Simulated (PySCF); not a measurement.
# Working out the ionisation energy of Mn

Mn [Ar] 3d5 4s2 (6S) → Mn⁺ [Ar] 3d5 4s1 (7S). All numbers are calculated (PySCF 2.14, scalar relativity by spin-free X2C-1e, in x2c-TZVPPall with one added diffuse shell each of s, p, d, f type (7s6p5d3f1g, 80 functions)). Frozen: [Ar]. Energies in hartree (1 hartree = 27.21139 eV):

```
            part    Mn (lower)   Mn⁺ (upper)
             UHF  -1157.374501  -1157.153010
CCSD correlation     -0.134843     -0.090613
             (T)     -0.004181     -0.001334
```

Task: What does Hartree-Fock give?

Result: (-1157.153010) − (-1157.374501) = 0.221491 hartree = 6.027 eV.

Task: What do CCSD and CCSD(T) give?

Result: The CCSD correlation energies differ by 0.044230 hartree = 1.204 eV and the triples by 0.002847 hartree = 0.077 eV, so CCSD gives 7.231 eV and CCSD(T) 7.308 eV.

Measured between the centres of the two terms (NIST): 7.434 eV, so CCSD(T) (valence) is off by -0.126 eV.

What remains against the reference includes basis incompleteness, the frozen core and higher excitations.
